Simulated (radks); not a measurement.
The numbers below are computed, except where a source is named.
Question: Spherical quantum dot in the effective-mass picture: electrons in a hard-walled sphere of radius 3.39, all in effective atomic units (hartree* = m*/eps^2 hartree, bohr* = eps/m* bohr), one dielectric constant everywhere. Level of theory: non-relativistic Kohn-Sham, LDA (Slater exchange, Perdew-Wang correlation), spin-polarised, spherical densities (a radial shooting solver with Libxc functionals). Levels are named by radial order and angular momentum (1s, 1p, 1d, 2s, ...), and open shells are averaged over m. At N = 7 the configuration is 1s2 1p(up 3, down 2). Does electron 8 go into 1p down or 1d down or 1d up?

Answer: Into 1p down. The total energies of the other choices lie higher by 0.443 hartree* (1d up), 0.469 hartree* (1d down).
